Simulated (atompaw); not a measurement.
**PBEsol PAW (atompaw) dataset for F (Z = 9), non-relativistic all-electron reference.**

| Property | Result |
| --- | --- |
| Element | fluorine |
| Generator | atompaw 4.2.0.5 |
| Type | PAW |
| Functional | PBEsol |
| Relativity | non-relativistic |
| Frozen core | [He] |
| Valence charge | 7 |
| Reference configuration | 2s2 2p5 |
| Partial waves | 2s (bound): rc 1.35 bohr; 2s channel at 2.45 Ry: rc 1.35 bohr; 2p (bound): rc 1.35 bohr; 2p channel at 0.35 Ry: rc 1.35 bohr; 3d channel at -0.1 Ry: rc 1.15 bohr; 3d channel at 2.55 Ry: rc 1.35 bohr |
| Local potential | troulliermartins scheme with l = 3 at 0.5 Ry, radius 1.05 bohr |
| Core correction | smooth core density matched at 0.90 bohr |
| Augmentation charge | sinc compensation charge, radius 1.05 bohr; PAW radius 1.35 bohr; waves and projectors: custom polynom vanderbiltortho |

Problem. Does the generator finish with these settings?

Solution. Yes, a potential is produced.

Problem. Estimate the cutoffs (Ry, on a coarse ladder) from which the occupation-weighted sum of valence levels, in a spherical-Bessel basis at the reference potential, stays within 10 and 1 mRy of its value at 400 Ry.

Solution. 40 Ry and 70 Ry.

Problem. Does the potential have ghost states?

Solution. No extra level below or beside the all-electron valence levels (s, p, d, f tested).

Problem. Is the overlap operator S = 1 + Σ q|β⟩⟨β| positive definite (Bessel basis up to 400 Ry)?

Solution. Yes: its lowest eigenvalue is 0.12 (d channel).

Problem. Which valence shell sets the plane-wave cutoff?

Solution. 2p: its level needs 45 Ry to come within 1 mRy, against 25 Ry for 2s.
